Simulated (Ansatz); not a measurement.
`C#C[SiH2]F` at its PBE0-D4/def2-TZVP geometry, where that method's forces vanish. Charge 0, multiplicity 1.

```xyz
7

C     1.5270   -0.5128    1.1252
C     0.5905   -0.2007    0.4328
Si   -0.8283    0.3057   -0.5825
F    -0.9954   -0.7170   -1.7956
H     2.3561   -0.7924    1.7349
H    -2.0635    0.2654    0.2289
H    -0.5864    1.6519   -1.1437
```

**Question.** What forces (eV/Å) does ωB97M-V/def2-TZVPP give on these atoms in Ansatz 0.2.0? (Estimate.)

**Answer.** Ansatz gave: 
```
C1  -0.146  0.046 -0.111
C2   0.284 -0.099  0.206
Si3 -0.191  0.279  0.077
F4  -0.006 -0.082 -0.090
H5  -0.069  0.023 -0.051
H6   0.159  0.005 -0.105
H7  -0.032 -0.174  0.072
```
